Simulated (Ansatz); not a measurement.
Cost and result for the atomization energy of ClFH4O2Si2 (`O[Si](F)(Cl)O[SiH3]`) (10 atoms, 9 bonds).

Z-matrix (Å, degrees):
```
Si
F 1 1.583
Cl 1 2.021 2 107.7
O 1 1.614 2 110.5 3 117.0
O 1 1.605 2 107.9 3 -120.5
H 4 0.959 1 118.6 2 72.4
Si 5 1.646 1 148.1 2 83.1
H 7 1.483 5 109.5 1 -75.9
H 7 1.483 5 109.7 1 44.8
H 7 1.482 5 107.4 1 164.6
```

The species carries charge 0 and has multiplicity 1. The geometry is a stationary point of PBE0-D4/def2-TZVP. It is one conformer, not always the lowest. Program: Ansatz. All runs use 2 threads of an AMD EPYC 7R13 on a shared host and a share of an NVIDIA H100 80 GB. Times are those of one run each, without the atoms' runs, and a repeat can differ threefold. Electronic energies, without spin–orbit coupling; frozen cores. CCSD(T)/CBS adds CCSD(T) − MP2 in def2-TZVPP to the MP2 limit, and its time is that of the two runs behind it. T1 = 0.011. B3LYP takes the VWN-RPA correlation (the form of Gaussian; ORCA's B3LYP/G).

CCSD(T)/CBS is a level of theory with its own doubt, some kJ/mol a heavy atom from the limit and from the frozen cores, so smaller differences don't rank the functionals.

```csv
level,functions,wall time
PBE-D4/def2-TZVPP (with forces),275,1.8 s
PBE0-D4/def2-TZVPP,275,1.8 s
r2SCAN-D4/def2-TZVPP (with forces),275,2.1 s
B3LYP-D4/def2-TZVPP (with forces),275,2.1 s
B2PLYP/def2-TZVPP,275,2.2 s
ωB97X-V/def2-TZVPP,275,2.4 s
ωB97M-V/def2-TZVPP (with forces),275,2.9 s
MP2/def2-QZVPP,501,3 s
CCSD(T)/def2-TZVPP,275,3.7 s
CCSD(T)/CBS(def2),–,6.7 s
```

Question: What atomization energy does each give, and how far from CCSD(T)/CBS? (Estimate.)

Answer: Ansatz gave: 
| level | atomization (kcal/mol) | difference from CCSD(T)/CBS | per bond |
| --- | --- | --- | --- |
| PBE-D4/def2-TZVPP (with forces) | 923.0 | -6.5 | -0.7 |
| PBE0-D4/def2-TZVPP | 907.6 | -21.9 | -2.4 |
| r2SCAN-D4/def2-TZVPP (with forces) | 924.3 | -5.2 | -0.6 |
| B3LYP-D4/def2-TZVPP (with forces) | 914.4 | -15.1 | -1.7 |
| B2PLYP/def2-TZVPP | 910.3 | -19.2 | -2.1 |
| ωB97X-V/def2-TZVPP | 926.4 | -3.1 | -0.3 |
| ωB97M-V/def2-TZVPP (with forces) | 926.0 | -3.5 | -0.4 |
| MP2/def2-QZVPP | 945.7 | 16.2 | 1.8 |
| CCSD(T)/def2-TZVPP | 899.3 | -30.2 | -3.4 |
| CCSD(T)/CBS(def2) | 929.5 | 0.0 | 0.0 |

From PBE to PBE0 (25 % exact exchange), in def2-TZVPP and without D4, the atomization energy moves by −14.4 kcal/mol: exact exchange takes away binding that semilocal exchange gives to molecules. The D4 term adds +10.7 kcal/mol with B3LYP and +5.6 kcal/mol with PBE0; it sums over pairs of atoms, weighted by their polarisabilities, and B3LYP, whose exchange is more repulsive, gets the larger term. In def2-TZVPP, CCSD(T) changes the Hartree–Fock value by +216.9 kcal/mol (the triples alone add +13.1 kcal/mol) and MP2 by +244.8 kcal/mol; breaking electron pairs costs correlation energy, which Hartree–Fock lacks.
